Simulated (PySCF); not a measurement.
# Ca (calcium, neutral) across methods

[Ar] 4s1 4p1, high-spin 3P determinant (an excited configuration). Calculation: PySCF 2.14, in def2-QZVPPD; no relativity, point nucleus.

```csv
method,E (hartree),mean ε 3p β (eV),mean ε 4s α (eV),mean ε 4p α (eV),Σ⟨r²⟩ (bohr²),⟨S²⟩
UHF,-676.72109,-37.320,-7.120,-4.290,63.79,2.000
PBE0,-677.328,-31.419,-5.342,-2.836,61.55,2.000
M06-L,-677.472,-29.928,-4.614,-2.267,60.55,2.001
r2SCAN,-677.463,-29.869,-4.716,-2.317,61.53,2.000
PW91,-677.500,-29.153,-4.670,-2.287,61.44,2.000
wB97X,-677.498,-34.094,-7.047,-4.318,61.87,2.000
PBE,-677.278,-29.094,-4.635,-2.272,61.59,2.000
LDA,-675.662,-29.137,-4.770,-2.234,61.58,2.000
```

(1) Estimate the same row for revPBE.

Answers

(1) E (hartree) = -677.401; mean ε 3p β (eV) = -29.090; mean ε 4s α (eV) = -4.586; mean ε 4p α (eV) = -2.281; Σ⟨r²⟩ (bohr²) = 61.57; ⟨S²⟩ = 2.000.
